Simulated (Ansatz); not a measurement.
Isolated molecules relaxed with PBE0-D4/def2-TZVP in Ansatz; ΔE leaves out vibrations. CCSD(T)/CBS adds triple-zeta CCSD(T) − MP2 to the extrapolated MP2 energy (def2 sets, frozen cores). This one scheme is used for every species. Functionals use def2-TZVPP. Each species was taken in one conformer, which may not be the lowest.

`[OH][Al]([SH])[CH2]F` → `[CH]F` + `[OH][AlH][SH]`  (formal loss of a carbene)

`[OH][Al]([SH])[CH2]F`:

```xyz
9

O    -1.051    0.236    1.583
Al    0.062    0.187    0.318
S     1.998    1.207    0.390
C    -0.344   -0.822   -1.329
F    -1.599   -1.425   -1.279
H    -0.946    0.694    2.414
H     1.795    1.701    1.623
H    -0.317   -0.170   -2.211
H     0.401   -1.607   -1.509
```

`[CH]F`:

Cartesian coordinates in Å:
```
C 0.132 -0.480 -0.109
F 0.513 0.380 0.790
H -0.645 0.100 -0.682
```

`[OH][AlH][SH]`:

```xyz
6

O     0.722   -0.771   -1.082
Al   -0.634   -0.289   -0.196
S    -0.503    1.132    1.460
H     1.620   -0.479   -0.941
H    -2.031   -0.887   -0.586
H     0.827    1.293    1.347
```

| species | ωB97M-V energy (Eh) |
| --- | --- |
| `[OH][Al]([SH])[CH2]F` | -856.30812 |
| `[CH]F` | -138.42791 |
| `[OH][AlH][SH]` | -717.73874 |

**Question.** Work out ΔE.

**Answer.** ΔE = (-138.42791) + (-717.73874) − (-856.30812) = 0.14147 Eh = +88.8 kcal/mol. CCSD(T)/CBS gives +89.0 kcal/mol.

Largest T1 diagnostic among the species: 0.018.

From BLYP to BHLYP (50 % exact exchange), in def2-TZVPP and without D4, ΔE moves by +3.9 kcal/mol. In def2-TZVPP, CCSD(T) changes the Hartree–Fock value by +10.2 kcal/mol (the triples alone add +0.6 kcal/mol) and MP2 by +16.7 kcal/mol.
